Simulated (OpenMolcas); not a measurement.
An OpenMolcas run meant for Os5+ (ANO-R3, X2C; inactive shells 1s 2s 2p 3s 3p 3d 4s 4p 4d 4f 5s 5p; intended active space 3 electrons in 5 orbitals (5d)). One step of its input:

```
&CASPT2
Multistate=10 1 2 3 4 5 6 7 8 9 10
Frozen=14 16
IPEA=0.25
Imaginary=5.0
MaxIter=60
WThr=0.0 0.3 0.05
PrWF=0.5
NoMix
```

The run finished. Its levels beside those of a sound run (SS-CASPT2, IPEA 0.25 Eh, imaginary shift 0.1 Eh (closed shells correlated: 5s 5p)), in cm⁻¹ above each run's lowest level:

```
            Level  This run  Usual run
       5d³ ⁴F_3/2       0.0        0.0
       5d³ ⁴F_5/2      5930       6094
       5d³ ⁴F_7/2     11463      11592
5d³ ⁴F_9/2 [56 %]     14476      14215
5d³ ⁴P_1/2 [72 %]     17787      17204
       5d³ ²G_7/2     23975      23124
5d³ ²H_9/2 [57 %]     24232      23573
       5d³ ⁴P_5/2     26192      25749
```

**Question.** Which setting is unsound, and how much does it matter here?

**Answer.** The level shift is far above the usual 0.1 to 0.3 hartree and damps the second-order energy. Against the sound run the excited levels shown move by 440 cm-1 on average and by 850 cm-1 at most.

CASPT2 breaks the degeneracy within a term, and the mean is taken; among the terms shown or strongly mixed into the levels shown the widest spread is 600 cm-1 (5d³ ²H, the sound run). Some high roots are left out of the spin-orbit mixing, which shifts the levels that they would mix with. The CASPT2 spread within a term exceeds the gap to the next term for 5d³ ²P and 5d³ ²H, so the order of their levels is uncertain. Only configurations of the active space appear.

A share in square brackets marks a mixed level and gives the weight of the term that names it, the lowest over the columns.
